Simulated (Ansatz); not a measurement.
A nudged elastic band was laid between two geometries of CH3AlF2 (7 atoms, charge 0, multiplicity 1).

These are results of RKS B3LYP/def2-SVP (Ansatz), not measurements.

| Item | Value |
| --- | --- |
| movable images | 9 |
| climbing image | yes |
| spring | 5.0 eV/Å² |
| optimiser | quadratic models (default) |
| start path | IDPP |
| force threshold | 0.05 eV/Å |
| iteration limit | 60 |
| end points | relaxed |

First end point:

```xyz
7
Properties=species:S:1:pos:R:3
F 0.568 -0.552 1.841
C 0.761 -0.145 0.593
F 0.073 -1.252 -0.333
Al -0.710 0.505 -0.571
H 1.820 -0.285 0.326
H -2.148 0.562 0.073
H -0.302 1.099 -1.976
```

Last end point:

```xyz
7
Properties=species:S:1:pos:R:3
F 0.566 0.162 1.139
C 0.523 -0.827 -0.118
F 0.070 -1.983 0.353
Al -0.608 0.799 -0.263
H 1.598 -0.922 -0.341
H -2.118 0.653 0.168
H 0.031 2.050 -0.984
```

(1) Which bonds break or form, and what moves?

(2) What energy profile does the band end with?

(3) What is the geometry of the highest image?

(4) What are the harmonic wavenumbers there?

## Answers

(1) Bonds broken: F3–Al4. Bonds formed: F1–Al4. The dihedral H5–C2–Al4–F3 goes from 84 to -176°. The two ends are copies of one structure, up to a mirror image or an exchange of like atoms.

(2) It converged. The highest image is number 5 of 0 to 10, 0.090 eV above the ends, which have the same energy within 2 meV. A vibrational analysis at the climbing image gives one clearly imaginary mode, 56i cm⁻¹: a first-order saddle point. The orbitals stay closed-shell, which can raise the energy where a bond breaks towards radicals; this wasn't checked here.

| image | path coordinate (Å) | energy (eV) | F3–Al4 (Å) | F1–Al4 (Å) | dihedral H5–C2–Al4–F3 (°) |
| --- | --- | --- | --- | --- | --- |
| 0 | 0.00 | 0.000 | 1.94 | 2.93 | 84 |
| 1 | 0.28 | 0.052 | 2.20 | 2.91 | 99 |
| 2 | 0.56 | 0.082 | 2.47 | 2.88 | 110 |
| 3 | 0.85 | 0.086 | 2.65 | 2.84 | 117 |
| 4 | 1.13 | 0.089 | 2.72 | 2.81 | 119 |
| 5 | 1.41 | 0.090 | 2.77 | 2.77 | 122 |
| 6 | 1.68 | 0.089 | 2.81 | 2.72 | 125 |
| 7 | 1.96 | 0.086 | 2.84 | 2.64 | 130 |
| 8 | 2.23 | 0.082 | 2.89 | 2.45 | 141 |
| 9 | 2.50 | 0.050 | 2.91 | 2.19 | 159 |
| 10 | 2.78 | 0.000 | 2.93 | 1.94 | -176 |

(3) 
```xyz
7
Properties=species:S:1:pos:R:3
F 0.697 -0.288 1.657
C 0.648 -0.534 0.298
F 0.186 -1.824 0.126
Al -0.706 0.726 -0.501
H 1.695 -0.522 -0.063
H -2.175 0.628 0.074
H -0.283 1.746 -1.637
```

(4) 56i, 140, 235, 432, 547, 603, 667, 784, 1020, 1089, 1300, 1359, 1940, 1963, 3020 cm⁻¹.

The run took 2.9 min on 1 thread of Intel(R) Xeon(R) Platinum 8488C (Sapphire Rapids), on a shared host, peak memory 0.16 GiB.
